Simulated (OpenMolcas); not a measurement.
Systems:
- [MnCl2], a model complex in vacuum: linear, Mn–Cl 2.23 Å; shape imposed, not necessarily the one it adopts

Method: state-averaged CASSCF on the open d shell with XMS-CASPT2 (IPEA 0.25), ANO basis sets as named, scalar-relativistic DKH2, RICD, in OpenMolcas. State energies are spin-free and vertical. Orbital splittings and repulsion parameters are fits to the integrals of the highest spin's CASSCF orbitals.

```
case                     ground state  Racah B (cm⁻¹)  basis functions
------------  -----------------------  --------------  ---------------
ANO-RCC-VDZP  sextet (non-degenerate)            1061               70
ANO-RCC-MB    sextet (non-degenerate)            1030               36
ANO-RCC-VDZ   sextet (non-degenerate)            1064               53
ANO-RCC-VTZP  sextet (non-degenerate)            1068              127
```

No ligand orbital and no second metal shell is active in the minimal space. The geometry is a model, so the numbers describe that model and not a measured compound. Gaps under about 300 cm⁻¹ between spin-free states are not resolved by the perturbation step.
